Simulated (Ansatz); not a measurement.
Gas-phase electronic energies from Ansatz, PBE0-D4/def2-TZVP geometries. CBS: MP2 limit from def2 TZ/QZ plus the TZ coupled-cluster correction, frozen cores. Functionals use def2-TZVPP. B3LYP here is the variant with VWN-RPA as its local correlation; programs differ in this. One conformer a species, not always the lowest.

Consider the cleavage of the Si–Si bond: `CN[SiH2][SiH3]` + `OC(F)[SiH3]` → `FC([SiH3])O[SiH3]` + `CN[SiH3]`.

| level | ΔE (kJ/mol) |
| --- | --- |
| PBE-D4 | -59.2 |
| r2SCAN-D4 | -77.7 |
| B3LYP-D4 | -85.0 |
| ωB97M-V | -88.3 |
| B2PLYP | -90.6 |
| MP2/def2-QZVPP | -94.5 |
| HF/CBS(def2) | -111.0 |
| CCSD/CBS(def2) | -88.2 |

Problem. What does CCSD(T)/CBS give? (An estimate is asked.)

Solution. Ansatz gave: -85.4 kJ/mol. The listed levels differ from it by 26.2, 7.7, 0.4, -2.9, -5.2, -9.1, -25.6, -2.8 kJ/mol.

Largest T1 diagnostic among the species: 0.012.

From PBE to PBE0 (25 % exact exchange), in def2-TZVPP and without D4, ΔE moves by −7.3 kJ/mol. In def2-TZVPP, CCSD(T) changes the Hartree–Fock value by +22.8 kJ/mol (the triples alone add +2.8 kJ/mol) and MP2 by +14.6 kJ/mol.
